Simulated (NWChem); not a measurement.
System: CH$_{5}$NOSi, singlet; SMILES CO[Si]N

```xyz
9

Si     0.7469    -0.8109     0.0000
O      0.6334     0.8613     0.0000
C     -0.4772     1.7073     0.0000
H     -1.1118     1.5604     0.8940
H     -0.1367     2.7545     0.0000
H     -1.1118     1.5604    -0.8940
N     -0.9189    -1.2741     0.0000
H     -1.7423    -0.6787     0.0000
H     -1.1739    -2.2566     0.0000
```
Atoms are numbered in this order, from 1.

Computed with NWChem. Low-valent species are run as closed-shell singlets; no triplet was tried in these runs. Geometry: optimised at PBE0/def2-SVP. GIAO values for the isolated, static molecule; σ is the absolute isotropic shielding, δ = σ(reference) − σ with the isolated reference molecule computed at the same levels (13C: tetramethylsilane, 1H: tetramethylsilane, 15N: ammonia, 17O: water, 29Si: tetramethylsilane).

For level PBE0/pcSseg-1:

```
Item                     Result
-----------------------  ------
δ Si1 (ppm)               100.4
δ O2 (ppm)                122.4
δ H4 (rotor mean) (ppm)    3.74
δ N7 (ppm)                117.4
δ H8 (ppm)                 3.95
```

Q: Estimate the same quantities for level PBE/pcSseg-1.

A: 
- δ Si1 (ppm): 92.2
- δ O2 (ppm): 141.7
- δ H4 (rotor mean) (ppm): 3.89
- δ N7 (ppm): 123.1
- δ H8 (ppm): 4.15
